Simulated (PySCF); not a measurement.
Molfile (atoms numbered from 1):
```
C6H7NS
     RDKit          3D

 15 15  0  0  0  0  0  0  0  0999 V2000
    2.8717   -0.3220    0.1308 C   0  0  0  0  0  0  0  0  0  0  0  0
    1.8650    1.1416    0.3607 S   0  0  0  0  0  0  0  0  0  0  0  0
    0.2541    0.4917    0.1171 C   0  0  0  0  0  0  0  0  0  0  0  0
   -0.8240    1.3779    0.2198 C   0  0  0  0  0  0  0  0  0  0  0  0
   -2.0955    0.8825    0.0341 C   0  0  0  0  0  0  0  0  0  0  0  0
   -2.2616   -0.4693   -0.2489 C   0  0  0  0  0  0  0  0  0  0  0  0
   -1.1294   -1.2568   -0.3301 C   0  0  0  0  0  0  0  0  0  0  0  0
    0.1075   -0.7968   -0.1518 N   0  0  0  0  0  0  0  0  0  0  0  0
    3.9044    0.0062    0.2506 H   0  0  0  0  0  0  0  0  0  0  0  0
    2.7245   -0.7373   -0.8645 H   0  0  0  0  0  0  0  0  0  0  0  0
    2.6311   -1.0776    0.8766 H   0  0  0  0  0  0  0  0  0  0  0  0
   -0.6521    2.4245    0.4409 H   0  0  0  0  0  0  0  0  0  0  0  0
   -2.9530    1.5416    0.1084 H   0  0  0  0  0  0  0  0  0  0  0  0
   -3.2434   -0.8986   -0.4021 H   0  0  0  0  0  0  0  0  0  0  0  0
   -1.2101   -2.3178   -0.5492 H   0  0  0  0  0  0  0  0  0  0  0  0
  1  2  1  0
  2  3  1  0
  3  4  2  0
  4  5  1  0
  5  6  2  0
  6  7  1  0
  7  8  2  0
  8  3  1  0
  1  9  1  0
  1 10  1  0
  1 11  1  0
  4 12  1  0
  5 13  1  0
  6 14  1  0
  7 15  1  0
M  END
```

Geometry: PBE0-D3(BJ)/def2-TZVP; GIAO shifts from PySCF, gas phase, non-relativistic, averaged over equivalent atoms.

At wB97X-D/pcSseg-2 (393 basis functions, 3.1 min wall time (6.3 min CPU) on 2 threads of an Intel Xeon, shared host):
| atoms | δ (ppm) |
| --- | --- |
| C3 | 178.1 |
| C7 | 162.2 |
| C5 | 147.0 |
| C4 | 131.1 |
| C6 | 127.1 |
| C1 | 16.9 |
| S2 | 58.0 |
| N8 | 339.8 |
| H15 | 8.78 |
| H13 | 7.71 |
| H12 | 7.46 |
| H14 | 7.11 |
| H9/H10/H11 | 2.42 |

Chemical shifts δ = σref − σ; 13C (186.29 ppm), 1H (31.63 ppm) against TMS; 33S (510.68 ppm) against CS2; 15N (262.16 ppm) against NH3, all at this level.

Task: Estimate the result of repeating the calculation with B97-2/pcSseg-2.

Result: 
```csv
atoms,δ at B97-2/pcSseg-2,change
C3,172.6,-5.5
C7,157.4,-4.8
C5,141.3,-5.7
C4,127.3,-3.8
C6,122.7,-4.4
C1,17.6,+0.7
S2,64.9,+6.9
N8,330.4,-9.4
H15,8.68,-0.10
H13,7.56,-0.15
H12,7.35,-0.11
H14,6.98,-0.13
H9/H10/H11,2.45,+0.03
```

References, each an isolated molecule treated in the same way: TMS for 13C (σref 185.38) and 1H (σref 31.64); CS2 for 33S (σref 517.10); 15N (σref 261.75) against NH3.

The largest change is at N8 (pyridine-type ring nitrogen). Cost: 393 basis functions, 2.6 min wall time (5.2 min CPU) on 2 threads of an Intel Xeon, shared host. The order of the carbon signals is the same at both levels.

Experimental scales use liquid or dissolved standards, which lie at an offset from isolated NH3 (liquid NH3: subtract about 20 ppm). Unscaled 15N shifts of sp2 nitrogen come out 20 to 40 ppm too high even then.
